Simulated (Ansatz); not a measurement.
Frontier orbitals of CH₆GaN, SMILES `[CH3][GaH][NH2]`.

Total charge 0; spin multiplicity 1. Correlated methods include outer-core shells of Ga, which these sets cover unevenly. Scalar relativity is left out up to krypton. All single points use the PBE0-D4/def2-TZVP geometry. It is one conformer, not always the lowest. Basis def2-TZVPP, Ansatz 0.2.0.

Orbital energies of one run (eV). Highest occupied ones, from the top: -6.06, -6.82, -7.91, -9.53, -9.61, -11.09, -11.62, -16.51, -18.99, -19.40, -19.43, -19.44, -19.57, -20.69. Empty: -1.30, -0.21, 0.44, 1.47, 1.96, 2.35.

Question: Which functional gave them?
A. LDA (SPW92)
B. LC-ωPBE
C. HSE06 (plane-wave form)
D. CAM-B3LYP

Answer: A. HOMO energies: LDA (SPW92) -6.06, LC-ωPBE -10.06, HSE06 -6.77, CAM-B3LYP -8.63 eV.

LC-ωPBE has ω = 0.4 bohr⁻¹.
